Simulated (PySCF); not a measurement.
An equivalent PySCF input for P⁺ (phosphorus, charge +1), [Ne] 3s2 3p2, high-spin 3P determinant, with the spin-free X2C one-electron Hamiltonian (Gaussian nucleus):

```python
from pyscf import gto, scf, dft, mp, cc
import basis_set_exchange as bse
mol = gto.M(atom="P 0 0 0", charge=1, spin=2, symmetry="D2h",
            basis=gto.basis.parse(bse.get_basis("x2c-SVPall", elements=["P"], fmt="nwchem", header=False)),
            nucmod="G")
mf = scf.UHF(mol).sfx2c1e()
mf.irrep_nelec = {'Ag': (3, 3), 'B1u': (2, 1), 'B2u': (2, 1), 'B3u': (1, 1)}
mf.kernel()
```

It reaches the same state as the run whose output follows, and the same energy. The run itself started from symmetry-adapted Hartree-Fock orbitals and held the occupation by maximum overlap, so the iterations belong to that start.

```
SCF conv_tol = 1e-09
number electrons alpha = 8  beta = 6
cycle= 1 E= -341.037466665094  delta_E= -0.0036  |g|= 0.0226  |ddm|= 0.0625
cycle= 2 E= -341.037936951834  delta_E= -0.00047  |g|= 0.00822  |ddm|= 0.0228
cycle= 3 E= -341.038009218217  delta_E= -7.23e-05  |g|= 0.000201  |ddm|= 0.0132
cycle= 4 E= -341.038009268277  delta_E= -5.01e-08  |g|= 3.7e-05  |ddm|= 0.000749
cycle= 5 E= -341.038009270284  delta_E= -2.01e-09  |g|= 4.21e-06  |ddm|= 0.000205
cycle= 6 E= -341.038009270307  delta_E= -2.25e-11  |g|= 2.17e-07  |ddm|= 2.29e-05
converged SCF energy = -341.038009270307  <S^2> = 2.0089312  2S+1 = 3.0059482
```
